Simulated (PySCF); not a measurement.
**`C#C[C@H](SSC)C1CC1` in a uniform electric field**

Species: C7H10S2.
Numbering: `[CH:1]#[C:2][C@H:3]([S:4][S:5][CH3:6])[CH:7]1[CH2:8][CH2:9]1` (hydrogens: H10 on C1; H11 on C3; H12, H13, H14 on C6; H15 on C7; H16, H17 on C8; H18, H19 on C9)

Cartesian coordinates in Å at the PBE0-D3(BJ)/def2-SVP level; atoms count from 1:
```
atom  x, y, z in Å
C1     0.7279   -2.4524   -0.1882
C2     0.1267   -1.4009   -0.2091
C3    -0.6179   -0.1522   -0.2294
S4     0.4391    1.3154    0.1780
S5     1.8682    1.2994   -1.2935
C6     3.2278    0.3694   -0.5364
C7    -1.7594   -0.1402    0.7606
C8    -3.1134   -0.6243    0.3325
C9    -2.8823    0.8362    0.5742
H10    1.2567   -3.3872   -0.1675
H11   -1.0049    0.0231   -1.2470
H12    4.0456    0.3828   -1.2733
H13    3.5650    0.8601    0.3866
H14    2.9288   -0.6669   -0.3363
H15   -1.4533   -0.3655    1.7871
H16   -3.2253   -0.9639   -0.7009
H17   -3.7039   -1.1907    1.0568
H18   -2.8296    1.5012   -0.2924
H19   -3.3128    1.2966    1.4666
```

Level: CAM-B3LYP/def2-SVPD (PySCF); nuclei fixed, core orbitals frozen in the response. Permanent dipole (-0.248, -1.600, 0.452) D (1 au = 2.5417 D). Static polarisability (au):

```
x   146.58  -1.57 -13.82
y    -1.57 123.79  -1.98
z   -13.82  -1.98  97.78
```

Only the terms in μ and α are kept: μ(F) = μ + αF and ΔE = −μ·F − ½ F·αF.

Task: A field of 0.003 au (0.154 V/Å) is applied along each axis in both senses. Find the induced dipole, the size of the total dipole and the two energy terms.

Result: 
| field along | induced x (D) | induced y (D) | induced z (D) | total size (D) | −μ·F (kJ/mol) | −½F·αF (kJ/mol) |
| --- | --- | --- | --- | --- | --- | --- |
| +x | 1.118 | -0.012 | -0.105 | 1.864 | +0.769 | -1.732 |
| −x | -1.118 | 0.012 | 0.105 | 2.167 | -0.769 | -1.732 |
| +y | -0.012 | 0.944 | -0.015 | 0.830 | +4.958 | -1.463 |
| −y | 0.012 | -0.944 | 0.015 | 2.597 | -4.958 | -1.463 |
| +z | -0.105 | -0.015 | 0.746 | 2.041 | -1.401 | -1.155 |
| −z | 0.105 | 0.015 | -0.746 | 1.618 | +1.401 | -1.155 |

Task: For the field (-0.0012, 0.0006, 0.0018) au, what is the induced dipole, and what angle does it make with the field?

Result: αF = (-0.513, 0.185, 0.486) D, at 12.4° to the field. The polarisability along this direction, F·αF/F², is 125.03 au, against a mean of 122.72 au.

Task: Which field along μ doubles the dipole in that direction (linear response)?

Result: The polarisability along the dipole is 124.07 au, so F = 0.6614 au / 124.07 au = 0.0053 au = 0.27 V/Å; higher-order terms are ignored.

Task: What field makes μF equal to kT at 100 K?

Result: kT = 0.3167 × 10⁻³ Eh, so F = 0.000479 au = 2.46 MV/cm.

Task: A unit point charge sits 6 Å away. Estimate the induction energy −αe²/2R⁴ with the mean polarisability, treating the molecule as a point.

Result: R = 11.34 bohr, so the energy is −122.7/(2 × 11.34⁴) Eh = -9.75 kJ/mol. The charge–dipole term at its most favourable orientation, −μe/R², is -13.5 kJ/mol.

Geometry: PBE0-D3(BJ)/def2-SVP, one conformer, isolated molecule.
